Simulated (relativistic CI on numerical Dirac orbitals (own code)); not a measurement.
## V2+ in a cubic cluster: 3s photoemission with charge transfer

Computed with a charge-transfer multiplet model of a cubic metal-ligand cluster with up to 2 ligand holes, Slater and spin-orbit integrals from Dirac-Coulomb-Breit ions, Slater integrals scaled by 0.8. The ground state mixes d3 with configurations of k ligand holes L, whose averages lie at kΔ + k(k − 1)U_dd/2; a core hole lowers each added d electron by U_cd. 20 K, Lorentzian 1.4 eV and Gaussian 0.8 eV FWHM.

Atomic integrals in eV (Slater integrals scaled, ζ unscaled), ground: F2dd 7.134, F4dd 4.434, zeta_d 0.019; with the core hole: F2dd 8.156, F4dd 5.114, zeta_d 0.026, G2cd 8.402.

Cluster parameters (eV): U_dd = 5.6, U_cd = 6.8, 10Dq = 1.1, 10Dq(ligand) = 1, V(eg) = 2.4, V(t2g) = -1.03, final-state hopping factor = 0.9.

Weights, n_d and S are thermal averages at 20 K. Binding energies count from the first peak over 30 % of the highest in each spectrum, which can be another peak from case to case. The parameters are a model scan and need not match a compound or its usual spin state. Peaks in eV (height, largest 100): 0.0 (100), 6.2 (44), 8.0 (52), 15.3 (13).

Q: Which parameters give this spectrum?
A. Δ = 6.8 eV
B. Δ = 4.8 eV
C. Δ = 1.8 eV

A: A. Δ = 6.8 eV; the ground state then has 3.33 d electrons and S = 1.50. The choice follows from running the model for each set and comparing peak positions and heights. Without intra-shell correlation the exchange splitting of the 3s hole comes out too large. The space is cut while the next configuration still counts.
